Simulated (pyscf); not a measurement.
Cl–SnH: (SMILES [Cl][SnH]), singlet

Gas-phase minimum from PySCF at ωB97X-D3(BJ)/def2-SVP, one conformer. 

```xyz
3

Cl     0.9856     2.2944     0.4402
Sn     1.1540     0.2890    -0.8261
H     -0.0511    -0.5668     0.1592
```

Bond lengths (Å): Cl1–Sn2 2.378, Sn2–H3 1.776. Bond angles (°): Cl1–Sn2–H3 93.6.

Properties at ωB97X-D3(BJ)/def2-SVP:

```
Quantity                                                                                                                             Value
---------------------------------------------------------------------------------------------------------------------  -------------------
Harmonic wavenumbers, unscaled                                                                                         372, 623, 1763 cm⁻¹
Zero-point energy                                                                                                             3.9 kcal/mol
Rotational symmetry number                                                                                                               1
Entropy of this conformer at 298 K and 1 atm, rigid rotor and harmonic oscillator, modes under 100 cm⁻¹ raised to 100      273.2 J/(mol K)
Dipole moment                                                                                                                       2.79 D
```

Single-point totals, which compare only within one level (frozen core for MP2 and CC):

| level | total energy (hartree) |
|---|---|
| ωB97X-D3(BJ)/def2-TZVP | -675.22848 |
| PBE/def2-TZVP | -674.95826 |
| r²SCAN/def2-TZVP | -675.19665 |
| B3LYP-D3(BJ)/def2-TZVP | -675.24672 |
| PBE0-D3(BJ)/def2-TZVP | -675.00320 |
| M06-2X/def2-TZVP | -675.06267 |
| ωB97M-D3(BJ)/def2-TZVP | -675.23626 |
| HF/def2-TZVPP | -673.48451 |
| MP2/def2-TZVPP | -673.97946 |
| CCSD/def2-TZVPP | -673.99493 |
| CCSD(T)/def2-TZVPP | -674.01239 |

The CCSD(T) − MP2 part came from Ansatz, without density fitting, on the same reference. The frozen core leaves the outer d or s,p core shells of the metals and heavy elements correlated in the MP2 and CC values, and def2-TZVPP describes them poorly, so these totals are far from the basis limit. Elements past Kr carry the def2 core potentials, without spin-orbit coupling.
